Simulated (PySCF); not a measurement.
**Radial density of Sr (strontium, neutral)**

LDA, [Kr] 5s2, closed-shell 1S. All numbers are calculated (PySCF 2.14, a scalar-relativistic core potential, in def2-TZVP with the def2 core potential (28 electrons) (6s4p3d, 33 functions)). This is the valence pseudo-density: the core potential removes the inner electrons and smooths the orbitals near the nucleus.

```csv
r (bohr),4πr²ρ (e/bohr)
0.0852,2.230e-05
0.143,0.0001308
0.241,0.001375
0.405,0.03875
0.682,1.242
1.15,6.525
1.93,3.433
3.24,0.7620
5.46,0.3067
9.18,0.01490
15.4,1.987e-05
```

Energies and moments cover only the electrons outside the core potential.
